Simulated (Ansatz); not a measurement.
Reaction (substitution at a C–C bond): `OCCO[SiH3]` + `C=N` → `C=NCO[SiH3]` + CH₃OH

Computed with Ansatz on PBE0-D4/def2-TZVP structures; ΔE is electronic, products minus reactants. CCSD(T)/CBS is the MP2 limit (def2-TZVPP, def2-QZVPP) plus CCSD(T) − MP2 in def2-TZVPP, frozen cores. This one scheme is used for every species. Functionals use def2-TZVPP. B3LYP here is the variant with VWN-RPA as its local correlation; programs differ in this. Each species was taken in one conformer, which may not be the lowest.

`OCCO[SiH3]`:

Z-matrix (Å, degrees):
```
C
C 1 1.508
O 1 1.405 2 111.7
H 1 1.093 2 109.5 3 -118.7
H 1 1.099 2 109.0 3 123.3
O 2 1.417 1 107.8 3 -60.1
H 2 1.098 1 110.0 3 179.2
H 2 1.098 1 109.7 3 59.7
H 3 0.963 1 106.6 2 52.8
Si 6 1.646 2 122.4 1 178.4
H 10 1.489 6 110.7 2 -59.2
H 10 1.480 6 106.3 2 -179.2
H 10 1.489 6 110.6 2 60.9
```

`C=N`:

Cartesian coordinates in Å:
```
C 0.200 -0.325 -0.083
N -0.833 0.287 0.303
H 1.135 0.156 -0.392
H 0.182 -1.416 -0.120
H -0.685 1.297 0.291
```

`C=NCO[SiH3]`:

Cartesian coordinates in Å:
```
C 0.394 0.097 -2.299
N 1.029 0.762 -1.439
C 0.712 0.618 -0.058
O -0.326 -0.295 0.210
Si -0.901 -0.608 1.718
H -0.406 -0.603 -2.048
H 0.656 0.226 -3.348
H 0.446 1.615 0.318
H 1.633 0.305 0.453
H -1.422 0.637 2.350
H 0.173 -1.158 2.590
H -1.989 -1.598 1.552
```

CH₃OH:

Z-matrix (Å, degrees):
```
C
O 1 1.409
H 1 1.097 2 112.4
H 1 1.090 2 107.0 3 -118.5
H 1 1.097 2 112.4 3 123.0
H 2 0.959 1 108.5 3 -61.6
```

| species | B3LYP-D4 energy (Eh) |
| --- | --- |
| `OCCO[SiH3]` | -521.13432 |
| `C=N` | -94.67558 |
| `C=NCO[SiH3]` | -500.02482 |
| CH₃OH | -115.78095 |

Q: Work out ΔE.

A: ΔE = (-500.02482) + (-115.78095) − (-521.13432) − (-94.67558) = 0.00413 Eh = +10.8 kJ/mol. CCSD(T)/CBS gives +17.2 kJ/mol.

Largest T1 diagnostic among the species: 0.012.
